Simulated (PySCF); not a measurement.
HOSn, SMILES [OH+]=[Sn] (connectivity only; charge and spin as stated), charge +1, multiplicity 1.

Geometry: B3LYP-D3(BJ)/def2-TZVP. The isomer is the one that the SMILES or the coordinates give; other isomers of the formula were not compared. The def2 effective core potentials stand for the cores of Sn; spin–orbit coupling is left out.

Calculation: PySCF with r2SCAN/def2-TZVPD.

Isolated molecule, no solvent.

The total energy is -289.95801 hartree and the point group is C∞v. The highest occupied level is -14.18 eV and the lowest empty level is -9.03 eV. The orbital gap is 5.15 eV, the dipole moment about the centre of nuclear charge comes out as 0.29 D and the mean static polarisability is 31.3 bohr³ (4.64 Å³). The polarisability, principal values is 26.7, 26.7, 40.7 bohr³.
